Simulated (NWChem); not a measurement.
Molecule: CH4AlClOS; SMILES [Al]([S]C)([OH])[Cl]

```xyz
9

Al     0.2919     0.3896     0.0000
Cl    -0.5119     2.3268     0.0002
O      1.9654     0.1157    -0.0007
H      2.6569     0.7790     0.0025
S     -1.0108    -1.3295    -0.0005
C      0.2217    -2.6890     0.0008
H      1.2517    -2.3097    -0.0023
H      0.0582    -3.3065    -0.8923
H      0.0619    -3.3019     0.8978
```
Atoms are numbered in this order, from 1.

All runs: NWChem. Structure relaxed at the PBE0/def2-SVP level.

Problem. Taking Hartree-Fock/pcseg-2 as the yardstick, which of these has the fewest basis functions while keeping “dipole (D)” within 0.05 D of it: Hartree-Fock/pcseg-1; Hartree-Fock/def2-SVP; Hartree-Fock/aug-pcseg-1; Hartree-Fock/STO-3G?

Solution. Hartree-Fock/def2-SVP (a larger set in the list lies outside the tolerance).
```
level                     basis functions  dipole (D)  relative time (rough)
------------------------  ---------------  ----------  ---------------------
Hartree-Fock/STO-3G                    41        2.66                      1
Hartree-Fock/pcseg-1                  102        2.63                      5
Hartree-Fock/def2-SVP                 102        2.47                      4
Hartree-Fock/aug-pcseg-1              163        2.40                     20
Hartree-Fock/pcseg-2                  218        2.50                     20
```

The yardstick is one finite set, not the basis-set limit.
